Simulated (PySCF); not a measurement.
cyanomethylboronic acid (C2H4BNO2), SMILES N#CCB(O)O.

Coordinates come from a PBE-D3(BJ)/def2-SVP optimisation. One conformer was computed; it need not be the lowest.

The numbers are results of PBE-D3(BJ)/def2-SVP run with PySCF 2.14.0, not measurements.

Frequencies are harmonic and unscaled.

```
mode  ν (cm⁻¹)  IR (km/mol)  moving atoms (share of kinetic energy)
----  --------  -----------  --------------------------------------
1           63          7.7          O 39 %, C 21 %, H 20 %, N 20 %
2          120         10.2                  N 49 %, O 33 %, C 11 %
3          333          5.1  O 51 %, C 16 %, N 12 %, B 11 %, H 10 %
4          346          0.7                  H 40 %, C 38 %, N 17 %
5          417         16.1                  O 42 %, C 36 %, H 16 %
6          435          4.1                  B 37 %, H 35 %, C 19 %
7          549         11.8          C 49 %, O 21 %, H 11 %, B 11 %
8          557        195.0                          H 88 %, O 10 %
9          618          1.6                          H 83 %, O 10 %
10         752         13.9                  C 41 %, O 28 %, H 26 %
11         813         28.5                  C 33 %, B 33 %, H 31 %
12         959          4.1                  C 44 %, H 33 %, N 21 %
13         994        119.2                          H 58 %, O 39 %
14        1018        111.2                          H 84 %, O 13 %
15        1111          1.6                          H 86 %, C 11 %
16        1146          4.9                          H 52 %, C 40 %
17        1329        283.9                  B 50 %, H 27 %, O 15 %
18        1354         13.7                  H 75 %, C 12 %, B 11 %
19        1463        292.8                          B 72 %, O 22 %
20        2283         27.1                          C 62 %, N 37 %
21        2993          2.3                                  H 94 %
22        3045          0.8                           H 91 %, C 9 %
23        3678         91.9                                  H 94 %
24        3724         66.5                                  H 94 %
```
